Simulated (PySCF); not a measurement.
Compound: C₄H₆F₂O₂.
SMILES with atom numbers: `[F:1][C@@H:2]1[CH2:3][O:4][CH2:5][O:6][C@@H:7]1[F:8]` (hydrogens: H9 on C2; H10, H11 on C3; H12, H13 on C5; H14 on C7)

A PySCF run (density fitting, gas phase, GFN2-xTB geometry) gave HOMO -8.15 eV, LUMO 1.42 eV, dipole 1.07 D and E = -505.574 Eh.

Question: Which of these levels was it?
A. PBE0/def2-SVPD
B. PBE0/cc-pVDZ
C. PBE0/pcSseg-1

Answer: C. It is PBE0/pcSseg-1. All candidates on this geometry:

```
                                                  level and settings           kind  basis functions  SCF cycles     E (Eh)  HOMO (eV)  LUMO (eV)  dipole (D)
                                                      PBE0/def2-SVPD  global hybrid              220          14  -505.2793      -8.29       0.58        1.13
                                                       PBE0/pcSseg-1  global hybrid              166          13  -505.5738      -8.15       1.42        1.07
PBE0/cc-pVDZ, start guess huckel, fitting basis def2-universal-jkfit  global hybrid              142          13  -505.6468      -7.88       1.87        1.03
```

The nearest other candidate, by the summed differences of HOMO and LUMO, is PBE0/cc-pVDZ: its HOMO differs by +0.27 eV and its LUMO by +0.45 eV. Cycle counts include a coarse-grid stage where the run had one.
